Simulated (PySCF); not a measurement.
Vertical excitations of a molecule C3H9B from TDDFT-ωB97X/def2-SVPD (PySCF), as energy in eV (oscillator strength): 5.74 (0.004), 6.05 (0.001), 7.96 (0.045), 8.08 (0.005), 8.58 (0.045), 9.22 (0.120), 9.54 (0.003), 9.75 (0.090), 9.82 (0.009), 9.86 (0.006). Lowest triplet (TDA): 5.24 eV. Geometry: ωB97X-D3(BJ)/def2-SVP. Other conformers were not sampled.

Task: Pick the molecule that these values belong to.
(A) CB(C)C
(B) BCCC
(C) BC(C)C
(D) CBCC

Result: C, BC(C)C
